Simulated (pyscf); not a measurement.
PySCF, gas phase, ωB97X-D3(BJ)/def2-SVP geometries.

Question: For F–GeH(F)–F + germylene (GeH₂) [singlet] → F–GeH₂–GeH(F)–F, an insertion (singlet surface; F–Ge broken, F–Ge, Ge–Ge formed), PBE/def2-TZVP gives ΔE‡ = -0.18 eV and ΔE = -1.79 eV (zero: the separated reactants). In which direction and how far do B3LYP-D3(BJ)/def2-TZVP, PBE0-D3(BJ)/def2-TZVP, ωB97M-D3(BJ)/def2-TZVP move these?

Answer: B3LYP-D3(BJ): ΔE‡ = -0.07 eV, ΔE = -1.72 eV; PBE0-D3(BJ): ΔE‡ = -0.14 eV, ΔE = -1.90 eV; ωB97M-D3(BJ): ΔE‡ = -0.02 eV, ΔE = -1.64 eV. PBE's barrier lies under all of them, by 0.05 to 0.17 eV. Its reaction energy lies among theirs. On the reactant side the descent ends in a complex, 0.27 eV under the separated species and 0.08 eV under the saddle at ωB97X-D3(BJ)/def2-TZVP. At PBE, B3LYP-D3(BJ), PBE0-D3(BJ), ωB97M-D3(BJ) the saddle lies under the separated reactants, which points to a path from their complex (located at ωB97X-D3(BJ) alone). At ωB97X-D3(BJ) the barrier from the zero used here is -0.19 eV. This is the saddle that the search found; another between the same sides may lie lower. Elements up to Kr have no core potential and no relativistic terms here.
